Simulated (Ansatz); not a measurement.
Born–Oppenheimer molecular dynamics of C₂H₉ClN₂Si (15 atoms, charge 0, multiplicity 1). It starts from a relaxed structure.

Method: Ansatz 0.2.0, RKS LDA/STO-3G.

```json
{
 "ensemble": "NVT, Langevin thermostat",
 "time step": "0.25 fs",
 "steps asked": "250",
 "set temperature": "700 K",
 "friction": "0.005 /fs",
 "seed": "5454"
}
```

First frame:

```xyz
15
Properties=species:S:1:pos:R:3
Si 0.049 0.121 0.123
N -0.056 0.262 1.830
H -0.996 0.291 2.278
H 0.582 -0.329 2.404
H 1.464 0.082 -0.203
N -0.754 1.364 -0.756
C -2.212 1.355 -0.928
H -2.553 0.301 -0.938
H -2.759 1.903 -0.127
H -2.482 1.823 -1.896
C -0.132 2.687 -0.886
H -0.435 3.155 -1.845
H -0.412 3.393 -0.069
H 0.970 2.584 -0.883
Cl -0.910 -1.654 -0.565
```

How far do the bonds stretch over the last three quarters of this one trajectory? (Pairs bonded in most of those frames.)


```tsv
bond	mean (Å)	spread (Å)	shortest	longest
Si1–N2	1.728	0.033	1.70	1.79
Si1–H5	1.459	0.043	1.39	1.54
Si1–N6	1.712	0.035	1.67	1.78
Si1–Cl15	2.160	0.034	2.08	2.20
N2–H3	1.058	0.044	0.98	1.13
N2–H4	1.054	0.038	0.97	1.12
N6–C7	1.477	0.014	1.46	1.50
N6–C11	1.482	0.033	1.45	1.54
C7–H8	1.112	0.013	1.09	1.14
C7–H9	1.113	0.013	1.08	1.14
C7–H10	1.110	0.039	1.05	1.17
C11–H12	1.120	0.030	1.07	1.17
C11–H13	1.113	0.018	1.08	1.14
C11–H14	1.111	0.031	1.06	1.16
```

Mean temperature of the second half: 393 K. The mean temperature of the second half is 44 % below the set value. A run of 0.062 ps of so small a system gives no equilibrium averages. Limits of this set-up: minimal basis.

Run time: 9.3 min on 1 thread of Arm Neoverse V2 (shared host), peak memory 0.1 GiB.
